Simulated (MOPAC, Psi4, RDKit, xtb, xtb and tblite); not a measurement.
Two geometries of SMILES Cl[Si](Cl)(Cl)[CH2][GeH3] (CH5Cl3GeSi), relaxed at GFN2-xTB with one dihedral held; other torsions can differ between them too.

Structure A

```
11

Cl    -2.2019    -1.1910     1.3943
Si    -1.5483     0.1269     0.0019
Cl    -1.3416     1.9334     0.8776
Cl    -2.9228     0.2356    -1.4720
C      0.1138    -0.5120    -0.6553
Ge     0.6616    -2.2094     0.2027
H      0.0612    -0.6707    -1.7319
H      0.8972     0.2269    -0.4902
H      0.8435    -2.0409     1.6718
H     -0.3258    -3.2937    -0.0595
H      1.9766    -2.6309    -0.3805
```

Structure B

```
11

Cl    -2.2232    -1.2334     1.3624
Si    -1.5567     0.1132     0.0060
Cl    -1.4171     1.9210     0.8961
Cl    -2.8802     0.2006    -1.5127
C      0.1279    -0.4965    -0.6181
Ge     0.3823    -2.4308    -0.2856
H      0.2284    -0.3054    -1.6859
H      0.9359     0.0460    -0.1282
H      0.5371    -2.7137     1.1685
H     -0.7548    -3.2265    -0.8292
H      1.6352    -2.8754    -0.9773
```

Problem. Which is lower in energy at the level DF-MP2 (frozen core)/cc-pVTZ // GFN2-xTB (Psi4 1.11), and by how much?

Solution. B is lower, by 2.76 kJ/mol (dihedral Cl1–Si2–C5–Ge6: 0° in A, 20° in B).

E(B) − E(A) in kJ/mol at the other levels, on the same two geometries: GFN2-xTB (xtb and tblite) -0.14; PBE0/def2-TZVP // GFN2-xTB (Psi4) -2.24; PBE0-D3(BJ)/def2-TZVP // GFN2-xTB (Psi4) -2.36; PBE/def2-TZVP // GFN2-xTB (Psi4) -2.16; PBE-D3(BJ)/def2-TZVP // GFN2-xTB (Psi4) -2.27; HF/cc-pVTZ // GFN2-xTB (Psi4) -2.83; UFF // GFN2-xTB (RDKit) -4.16; PM7, restricted, heats of formation // GFN2-xTB (MOPAC) -0.98; PM3, restricted, heats of formation // GFN2-xTB (MOPAC) -0.47; GFN1-xTB // GFN2-xTB (xtb) -1.69.
